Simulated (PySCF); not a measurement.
**Correlation energy of Xe³⁺ (xenon, charge +3)**

[Kr] 4d10 5s2 5p3, high-spin 4S determinant. All numbers are calculated (PySCF 2.14, a scalar-relativistic core potential, in aug-cc-pwCVDZ-PP with ECP28MDF (6s5p4d1f, 48 functions)). Frozen: 4s2 4p6 4d10; 5 electrons correlated.

```json
{"level": "CCSD", "correlation energy (mhartree)": "-69.27"}
{"level": "(T)", "correlation energy (mhartree)": "-0.72"}
{"level": "CCSD(T)", "correlation energy (mhartree)": "-69.99"}
```

Diagnostics: T1 = 0.0012, D1 = 0.0031, largest double amplitude 0.049.

Problem. Is a single reference adequate?

Solution. Yes, within this model without spin-orbit coupling: T1 lies below 0.03 and no double amplitude reaches 0.07.
